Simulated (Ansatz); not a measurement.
NbSe(OH)3 (NbSeO₃H₃). The state is a singlet with charge 0. Geometry relaxed at r2SCAN-D4/def2-SVP.

```
atom   x (Å)   y (Å)   z (Å)
 Nb1   0.033  -0.016  -0.001
 Se2   2.104  -1.006  -0.102
  O3  -0.259   1.031  -1.544
  H4   0.271   1.217  -2.328
  O5  -0.081   1.095   1.520
  H6   0.536   1.316   2.228
  O7  -1.311  -1.336   0.105
  H8  -1.294  -2.300   0.122
```

In the def2 sets Nb takes a core potential; there is no spin–orbit coupling.

**Question.** Estimate the harmonic wavenumbers at RKS r2SCAN-D4/def2-SVP (Ansatz, unscaled). Is this a minimum?

**Answer.** 142, 142, 195, 199, 199, 264, 264, 271, 394, 436, 436, 458, 723, 750, 750, 3881, 3881, 3887 cm⁻¹. Yes, no mode is imaginary beyond noise. Zero-point energy 103.3 kJ/mol. Hardware: 4 threads of Intel Xeon on a shared host. Wall time 2.2 min.
